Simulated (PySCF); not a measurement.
**Spin-rotation constants: `C=C/C=C\C(=O)F`, C$_{5}$H$_{5}$FO**

Cartesian coordinates in Å; atom numbers follow the order of the lines, from 1:
```xyz
12

C     2.1857    0.0664    0.7768
C     0.9638   -0.2540    0.3502
C     0.0018    0.7471   -0.0240
C    -1.2513    0.5219   -0.4650
C    -1.8453   -0.7882   -0.6379
O    -1.4235   -1.8822   -0.4535
F    -3.1324   -0.6597   -1.1035
H     2.9041   -0.6843    1.0565
H     2.5060    1.0931    0.8597
H     0.6571   -1.2861    0.2723
H     0.3322    1.7758    0.0629
H    -1.8970    1.3495   -0.7205
```

Theory: PySCF 2.14.0, GIAO KT3/pcSseg-1 magnetisability, rotational g tensor and spin-rotation constants, non-relativistic, gas phase. Geometry: GFN2-xTB.

(1) Give the nuclear spin-rotation constants along the inertial axes (H = +C I·J) beside the isotropic shieldings.

(2) How do the rotational constants and the g tensor change when H8, H9, H10, H11, H12 are replaced by deuterium?

Results:

(1) Rotational constants 7.9125, 1.4092, 1.1962 GHz. A star marks the isotopologue with that one atom substituted, in its own axes.
```csv
atom,isotope,Caa (kHz),Cbb (kHz),Ccc (kHz),mean (kHz),σ (ppm)
F7,19F,10.564,4.467,2.258,5.763,101.0
H8,1H,-0.346,0.053,-0.136,-0.143,25.9
H9,1H,-0.355,0.062,-0.146,-0.146,26.0
H10,1H,-0.359,0.100,-0.118,-0.126,23.5
H11,1H,-0.376,0.084,-0.144,-0.145,25.1
H12,1H,-0.567,0.085,-0.138,-0.207,26.2
C1,13C*,2.654,0.627,0.172,1.151,57.6
C2,13C*,2.850,0.664,0.145,1.220,53.5
C3,13C*,3.004,0.681,0.193,1.293,37.2
C4,13C*,2.262,0.566,0.194,1.007,75.9
C5,13C*,4.005,0.347,0.354,1.569,31.0
O6,17O*,-3.991,-0.738,-0.147,-1.625,-74.1
```
For the geometry as given, no vibrational averaging.

(2) Constants 6.7967, 1.2942, 1.0872 GHz; g -0.0934, -0.0198, -0.0036, against -0.1085, -0.0213, -0.0037 before.
